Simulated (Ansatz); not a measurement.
A run for Ansatz (a first-principles code): R-RI-MP2/cc-pV(T+d)Z on H2 (SMILES [H][H]). The basis file is the Basis Set Exchange's JSON of that set.

Ansatz 0.2 input:
```yaml
crystal:
  periodic: [false, false, false]
  atoms:
    - {symbol: H, position_ang: [0.00000000, -0.00000000, 0.38043305]}
    - {symbol: H, position_ang: [-0.00000000, 0.00000000, -0.38043305]}
basis:
  gaussian:
    orbitals: cc-pV_T+d_Z.json
    fitting: {mean_field: def2-universal-JKFIT, correlation: cc-pVTZ-RIFIT.json}
magnetization: {spin_polarized: false}
correlation: {method: mp2, electrons: outside_noble_gas}
scf: {lower_state_search: off}
```

Output:

```
WARN ansatz: RAYON_NUM_THREADS=4 ignored (pool sized by the plan → 4); use --threads N
Functional definition: HF
these checks for a lower state are left out or cut short: stability, starts, cluster_reference, orbital_swaps, neighbouring_geometries, increment
integrals: 0.00 GiB planned
36 factors; integrals over basis functions are off by at most 1.1e0 eV
60 factors; integrals over basis functions are off by at most 7.2e-1 eV
mean field: 0.04 GiB planned
mean field evaluation 1: about -30.7394 eV, gradient 3.6e0 eV
mean field evaluation 2: about -30.8142 eV, gradient 7.3e-1 eV
mean field evaluation 4: about -30.8175 eV, gradient 1.7e-5 eV
mean field -30.81752994 eV, -1.1325233363 hartree, gradient 1.6e-6 eV, S^2 0.000000; 0 other end points of the search recorded, 0 dependent functions left out
reference -30.81752994 eV, -1.1325233363 hartree; 1, 1 occupied and 27, 27 virtual orbitals, 60 factors
second order -0.86372202 eV of doubles, -0.00000000 eV of singles
Total energy: -31.68125195 eV, -1.1642645350 hartree
Checks for a lower state left out: stability, starts, cluster_reference, orbital_swaps, neighbouring_geometries, increment
```

The calculation finished and met its thresholds.

Cost: roughly 0.13 core-seconds.
